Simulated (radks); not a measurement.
Spin polarisation of the 4p1 shell in As2+. Start: [Ar] 3d10 4s2 4p(up 0.5, down 0.5); electrons of 4p are moved from spin down to spin up, other shells keep equal spins. Calculated with a radial shooting solver on a logarithmic mesh with Libxc functionals: scalar-relativistic Kohn-Sham, PBE, spin-polarised, spherical densities, finite nucleus; Fermi nuclear charge, rms radius of each element as measured or else 0.836 A^(1/3) + 0.57 fm. Estimate the energy gained and the exchange splitting at a moment of 1 Bohr magnetons.

Answer. At moment 1 the spin-polarisation energy is -0.295 eV and the 4p exchange splitting 1.186 eV, that is 1.186 eV per Bohr magneton; E = -I m^2/4 would give I = 1.182 eV.
